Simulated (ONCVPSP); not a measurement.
Reading a pseudo-wave (B)

Columns: radius, all-electron u(r) and pseudo u(r) of the 2p shell (level -3.73 eV) of boron in the configuration [He] 2s1.75 2p1.25; PBE, scalar-relativistic, ONCV scheme, ONCVPSP 4.0.1.

```csv
r (bohr),all-electron,pseudo
0.152,0.0561,0.0168
0.305,0.1637,0.0656
0.458,0.2758,0.1407
0.610,0.3747,0.2330
0.762,0.4557,0.3335
0.915,0.5202,0.4334
1.068,0.5688,0.5235
1.220,0.6017,0.5967
1.372,0.6210,0.6492
1.525,0.6288,0.6795
1.678,0.6273,0.6878
1.830,0.6185,0.6773
1.982,0.6040,0.6530
2.135,0.5852,0.6203
2.288,0.5634,0.5846
2.440,0.5397,0.5501
2.592,0.5148,0.5186
2.745,0.4891,0.4899
2.898,0.4632,0.4633
3.050,0.4378,0.4378
3.202,0.4128,0.4128
3.355,0.3885,0.3885
3.508,0.3650,0.3650
3.660,0.3426,0.3426
3.812,0.3212,0.3212
3.965,0.3007,0.3007
```

**Question.** How many radial nodes do the two functions have?

**Answer.** The all-electron 2p function has n − l − 1 = 0; the pseudo-wave has 0.

**Question.** At about which radius was the pseudo-wave matched?

**Answer.** 3.05 bohr, where the columns begin to agree (steps of 0.15 bohr).

**Question.** Is the pseudo-wave norm-conserving?

**Answer.** Yes: the ONCV scheme keeps the norm inside the radius equal to the all-electron one, which fixes the energy derivative of the logarithmic derivative at the level.
